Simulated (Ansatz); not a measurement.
`[OH][AlH][CH2]F` + CH₃OH → `C[O][AlH][CH2]F` + H₂O  (ligand exchange at the Al–O bond)

Computed with Ansatz on PBE0-D4/def2-TZVP structures; ΔE is electronic, products minus reactants. CBS: MP2 limit from def2 TZ/QZ plus the TZ coupled-cluster correction, frozen cores. This one scheme is used for every species. Each species was taken in one conformer, which may not be the lowest.

```
          species  SCS-MP2/def2-TZVPP energy (Eh)
`[OH][AlH][CH2]F`                      -457.29337
            CH₃OH                      -115.52242
`C[O][AlH][CH2]F`                      -496.49400
              H₂O                       -76.32077
```

**Question.** Work out ΔE.

**Answer.** ΔE = (-496.49400) + (-76.32077) − (-457.29337) − (-115.52242) = 0.00102 Eh = +0.03 eV. CCSD(T)/CBS gives +0.01 eV.

Largest T1 diagnostic among the species: 0.012.

The D4 term adds −0.05 eV with B3LYP and −0.03 eV with PBE0; it sums over pairs of atoms, weighted by their polarisabilities, and B3LYP, whose exchange is more repulsive, gets the larger term. In def2-TZVPP, CCSD(T) changes the Hartree–Fock value by −0.04 eV (the triples alone add −0.01 eV) and MP2 by −0.05 eV.

B3LYP here is the variant with VWN-RPA as its local correlation; programs differ in this.
